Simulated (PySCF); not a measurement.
One of the candidates below gave these computed data.

All candidates are C8H8O.

- Rotational structure: rotational constants A, B, C: 3.724, 1.234, 0.933 GHz [GFN2-xTB]
- NMR, other nuclei: isotropic shieldings of nuclei other than C and H, by class: -313 (1 O) ppm [GIAO PBE0/pcSseg-1]
- Triplet: lowest triplet excitation (Tamm–Dancoff): 3.52 eV [TDA wB97X-D/def2-SVPD]
- 1H NMR: chemical shifts (computed TMS as zero) by class: 8.39 (2 H), 7.82 (1 H), 7.77 (2 H), 2.66 (3 H) ppm [GIAO PBE0/pcSseg-1]
- Polarisability: 94.0 au [wB97X-D/def2-SVPD]
- UV, first state: lowest singlet excitation: 3.98 eV (311 nm, f = 0.000) [TDDFT wB97X-D/def2-SVPD]
- 13C NMR: chemical shifts (computed TMS as zero) by class: 200.2 (1 C), 140.0 (1 C), 139.0 (1 C), 135.1 (2 C), 133.8 (2 C), 28.7 (1 C) ppm [GIAO PBE0/pcSseg-1]
- Dipole: 3.23 D [wB97X-D/def2-SVPD]
- UV, strongest line: among the 8 lowest singlet transitions: S6 at 6.86 eV (181 nm, f = 0.514) [TDDFT wB97X-D/def2-SVPD]

The electronic properties come from PySCF, for the isolated species, density fitting. Levels stand in brackets. Geometry: GFN2-xTB, one conformer, isolated molecule. NMR classes are plain means over equivalent atoms (diastereotopic ones count apart unless rotation or inversion swaps them), as if these changed places fast.

Question: Which candidate is it?
A. `CC(=O)c1ccccc1`
B. `C=C/C(C=O)=C\C#CC`
C. `C=C1C=C/C1=C\C(C)=O`

Answer: A. It is `CC(=O)c1ccccc1`. Numbering: `[CH3:1][C:2](=[O:3])[c:4]1[cH:5][cH:6][cH:7][cH:8][cH:9]1`. Its formula, C8H8O, gives 5 degrees of unsaturation: 1 ring and 4 π bonds in the structure found (Kekulé form). 8 carbons fall into 6 classes; from least to most shielded: ketone carbonyl carbon [C2] (200.2 ppm), substituted aromatic carbon [C4] (140.0 ppm), aromatic CH carbon [C7] (139.0 ppm), aromatic CH carbon [C5/C9] (135.1 ppm, 2 C), aromatic CH carbon [C6/C8] (133.8 ppm, 2 C), methyl carbon next to a carbonyl [C1] (28.7 ppm). Hydrogen classes from least to most shielded: 2 H on the ortho carbons, C5/C9 (8.39 ppm, a mean of values up to 0.6 ppm apart in this geometry), 1 H on the para carbon, C7 (7.82 ppm), 2 H on the meta carbons, C6/C8 (7.77 ppm), 3 H on a methyl carbon next to a carbonyl, C1 (2.66 ppm). The other shieldings belong to: -313 ppm, ketone oxygen [O3]. The optimised geometry has point group Cs and is an asymmetric top.

The others, at the same levels:
- `C=C1C=C/C1=C\C(C)=O` fails: it has 8 carbon classes against 6; its computed 13C shifts are 200.2 (1 C), 165.3 (1 C), 163.5 (1 C), 159.6 (1 C), 155.9 (1 C), 110.4 (1 C), 101.1 (1 C), 34.9 (1 C) ppm, 1H shifts are 8.20 (1 H), 7.60 (1 H), 5.90 (1 H), 5.06 (1 H), 5.00 (1 H), 2.28 (3 H) ppm and smallest rotational constant is 0.793 GHz (against 0.933 GHz).
- `C=C/C(C=O)=C\C#CC` fails: it has 8 carbon classes against 6; its computed 13C shifts are 192.2 (1 C), 144.9 (1 C), 141.0 (1 C), 130.4 (1 C), 123.3 (1 C), 120.7 (1 C), 85.6 (1 C), 7.1 (1 C) ppm, 1H shifts are 10.35 (1 H), 7.44 (1 H), 6.88 (1 H), 6.18 (1 H), 5.70 (1 H), 2.46 (3 H) ppm and rotational constant A is 2.713 GHz (against 3.724 GHz).

Each candidate is one conformer, not necessarily the lowest. Dipoles, sizes and rotational constants follow the conformer. The torsions of the flexible species, by atom-mapped SMILES:
- `[CH3:1][C:2](=[O:3])[c:4]1[cH:5][cH:6][cH:7][cH:8][cH:9]1`: C1–C2–C4–C5 0°
- `[CH2:1]=[C:2]1[CH:3]=[CH:4]/[C:5]1=[CH:6]\[C:7]([CH3:8])=[O:9]`: C5–C6–C7–C8 178°
- `[CH2:1]=[CH:2]/[C:3]([CH:4]=[O:5])=[CH:6]\[C:7]#[C:8][CH3:9]`: C1–C2–C3–C4 -14°, C2–C3–C4–O5 176°
